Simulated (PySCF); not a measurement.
Q: What does the PBE0-D3(BJ)/def2-SVP structure of `CNN(C1CC1)C(C)(C)C` look like in three dimensions?

A: 
```
atom  x, y, z in Å
C1     0.962    2.479   -0.492
N2     0.269    1.303   -0.956
N3     0.208    0.252   -0.025
C4     1.233   -0.721   -0.237
C5     2.644   -0.398    0.167
C6     1.868   -1.431    0.921
C7    -1.180   -0.266    0.083
C8    -1.245   -1.371    1.135
C9    -2.066    0.891    0.541
C10   -1.688   -0.802   -1.261
H11    2.035    2.335   -0.259
H12    0.467    2.857    0.415
H13    0.887    3.259   -1.266
H14    0.642    0.980   -1.849
H15    1.147   -1.321   -1.161
H16    2.816    0.552    0.674
H17    3.452   -0.718   -0.497
H18    2.122   -2.487    0.802
H19    1.520   -1.151    1.916
H20   -0.679   -2.266    0.840
H21   -2.294   -1.672    1.279
H22   -0.857   -1.015    2.100
H23   -1.725    1.266    1.519
H24   -2.025    1.715   -0.183
H25   -3.111    0.559    0.641
H26   -1.661   -0.009   -2.023
H27   -2.727   -1.154   -1.173
H28   -1.082   -1.652   -1.613
```

Any rigid rotation of these coordinates is as good. Atoms count from 1 in this order. The 6 C–C bonds span 1.496 Å (C5–C6, drawn single) to 1.533 Å (C7–C10, drawn single), a spread of 0.037 Å. The C–N distances run from 1.429 Å (N3–C4, drawn single) to 1.486 Å (N3–C7, drawn single), a spread of 0.057 Å. The 3-membered ring C4–C5–C6 has internal angles of 59.8° to 60.3°. Of the pairs four or more bonds apart, N2···H24 is among the closest relative to their van der Waals radii: 2.46 Å, 89 % of the sum of Bondi's values.

Bonds between heavy atoms (Å): C1–N2 1.442, N2–N3 1.405, N3–C4 1.429, C4–C5 1.503, C5–C6 1.496, N3–C7 1.486, C7–C8 1.527, C7–C9 1.528, C7–C10 1.533, C4–C6 1.499.

Theory: PBE0-D3(BJ)/def2-SVP geometry optimisation, gas phase in PySCF.

Point group: C1 (no symmetry element, even within 0.4 Å). No PBE0-D3(BJ)/def2-SVP frequencies stand behind this structure, so it isn't proved a minimum. One conformer, not necessarily the lowest (C1–N2–N3–C4 -97°, N2–N3–C4–C5 75°).
